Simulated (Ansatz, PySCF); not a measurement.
Reaction (SMILES): CCO [ethanol] → COC [methoxymethane]
Structures are relaxed separately at B3LYP-D3(BJ)/def2-TZVP in Ansatz (a program for electronic structure), one conformer each, not searched for the lowest.

Wanted: isomerisation energy (enthalpy at 298 K, with B3LYP-D3(BJ) rigid-rotor harmonic-oscillator terms from PySCF), in kcal/mol. Cores are frozen in the correlated levels unless marked. No spin-orbit coupling. Non-relativistic. Basis-set limits of correlation are two-point, X^-3; Hartree-Fock from the larger set. [CCSD(T)-MP2]/basis is that difference in the basis named.

From measured enthalpies of formation at 298 K: 12.1 kcal/mol (CCO -56.1, ATcT 1.112; COC -44.0, ATcT 1.112). It holds spin-orbit effects, and any other conformers, which the calculations lack, and core correlation, which the frozen-core levels lack.

```
level                                                                 program  isomerisation energy (kcal/mol)  error against measurement
-------------------------------------------------------------  --------------  -------------------------------  -------------------------
BLYP/def2-TZVPD                                                        Ansatz                              9.8                       -2.3
BP86-D3(BJ)/def2-TZVPD                                          PySCF + dftd3                             10.8                       -1.3
r2SCAN-D3(BJ)/def2-TZVPD                                       Ansatz + dftd3                             11.1                       -1.0
TPSSh/def2-TZVPD                                                        PySCF                              8.5                       -3.6
r2SCANh/def2-TZVPD                                                     Ansatz                             11.3                       -0.8
HSE06-D4/def2-TZVPD                                            Ansatz + dftd4                             11.5                       -0.6
CAM-B3LYP-D3(BJ)/def2-TZVPD                                    Ansatz + dftd3                             10.6                       -1.5
LC-wPBE-D4/def2-TZVPD                                          Ansatz + dftd4                             11.9                       -0.2
B2PLYP-D4/def2-TZVPD                                           Ansatz + dftd4                             10.9                       -1.2
RI-MP2/aug-cc-pVQZ                                                     Ansatz                             13.0                        0.9
CCSD/aug-cc-pVDZ                                                       Ansatz                             13.0                        0.9
CCSD/cc-pwCVTZ                                                         Ansatz                             11.5                       -0.6
CCSD(T)/6-31G*                                                         Ansatz                              7.7                       -4.4
CCSD(T)/cc-pVDZ                                                        Ansatz                             10.4                       -1.7
RI-MP2/CBS(aug-cc-pVTZ,aug-cc-pVQZ)+[CCSD(T)-MP2]/aug-cc-pVTZ          Ansatz                             12.2                        0.1
```
